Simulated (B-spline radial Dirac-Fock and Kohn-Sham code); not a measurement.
**M3 emission of Ce⁴⁺**

System: the Ce⁴⁺ ion, 1s2 2s2 2p6 3s2 3p6 3d10 4s2 4p6 4d10 5s2 5p6, inside a Watson sphere of charge -4 and radius 2.7 Å (a model of the Madelung potential; inside it an electron's potential energy is raised by 21.3 eV).

These are calculated numbers from a radial atomic solver; the model is independent-particle rates on relativistic LDA orbitals of the hole state (multipoles up to L = 3, Coulomb Auger matrix elements, transition energies from Dirac-Fock).

| line | multipole | energy (eV) | rate (s⁻¹) | share (%) |
| --- | --- | --- | --- | --- |
| M3-M4 | E1 | 285.2 | 1.01e+11 | 0.861 |
| M3-M5 | E1 | 303.6 | 1.12e+12 | 9.55 |
| M3-N1 | E1 | 889.8 | 1.89e+12 | 16.1 |
| M3-N2 | E2 | 953.2 | 2.40e+09 | 0.0204 |
| M3-N4 | E1 | 1078.9 | 8.92e+11 | 7.58 |
| Mγ (M3-N5) | E1 | 1082.2 | 7.35e+12 | 62.5 |
| M3-O1 | E1 | 1158.3 | 4.00e+11 | 3.41 |

The listed lines hold 100.0 % of the radiative rate. The radiative width is 0.00774 eV in the length form and 0.00747 eV in the velocity form; the two differ because the transition energies are not eigenvalue differences of the potential that gave the orbitals.
